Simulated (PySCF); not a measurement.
GaF₃, SMILES [F][Ga]([F])[F]. Coordinates come from a PBE-D3(BJ)/def2-SVP optimisation. The isomer is the one that the SMILES or the coordinates give; other isomers of the formula were not compared.

Computed with PBE-D3(BJ)/def2-SVP (PySCF).

Harmonic wavenumbers (cm⁻¹): 177, 177, 190, 646, 741, 741. Rotational constants (GHz): 5.815, 5.815, 2.907; symmetry number 6.

Work out the zero-point energy and the ideal-gas rigid-rotor harmonic-oscillator thermochemistry at 298.15 K and 1 atm.

ZPE = ½ Σ hcν = ½ × 2672 cm⁻¹ = 15.98 kJ/mol. H − E(el) = 31.42 kJ/mol. Entropy in J/(mol K): translation 169.13, rotation 92.19, vibration 32.84, total 294.17. G − E(el) = -56.28 kJ/mol. Cp = 66.88 J/(mol K).
